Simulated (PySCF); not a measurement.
HLiO, charge +1, doublet, geometry from GFN2-xTB (such geometries of metal compounds can be far from the true shape) (a state made from the parent by changing its charge; the spin is typed, not shown lowest). Base run: PBE0/pcseg-1 in PySCF.

The PySCF input:
```python
from pyscf import gto, scf, dft

mol = gto.M(
    atom='''
Li   -0.000000   -0.000000   -1.424943
O     0.000000    0.000000    0.366629
H     0.000000    0.000000    1.341793
''',
    basis='pcseg-1',
    charge=1,
    spin=1,
    verbose=4,
)

mf = dft.UKS(mol)
mf.xc = 'pbe0'
mf.kernel()
```

Each row names what was changed in the base input (with any setting that the change needs).

| change | ΔE vs base (µEh) | fitting functions | outcome |
|---|---|---|---|
| base | 0.0 | - | converged |
| auxbasis = autoaux | -13.8 | 219 | converged |
| only_dfj = on; auxbasis = def2-universal-jfit | -80.1 | 109 | converged |
| auxbasis = def2-universal-jfit | 141 | 109 | converged |
| auxbasis = even-tempered beta=1.6 | -1.7 | 314 | converged |
| auxbasis = even-tempered beta=3.0 | -117 | 146 | converged |
| auxbasis = def2-tzvp-ri | -78.3 | 130 | converged |
| auxbasis = def2-universal-jkfit | -27.1 | 146 | converged |
| auxbasis = cc-pvtz-ri | -39.7 | 192 | converged |
| auxbasis = cc-pvtz-jkfit | - | - | input refused |

A fitting set is made for a task (jfit for Coulomb, jkfit for Coulomb and exchange, ri for correlation) and for a family of orbital bases.

Open shells are given as the SCF converged; they aren't shown to be the lowest states, and a large step between rows can be another state.

- auxbasis = cc-pvtz-jkfit: ended with `pyscf.lib.exceptions.BasisNotFoundError: Basis set not found for Li in cc-pvtz-jkfit`
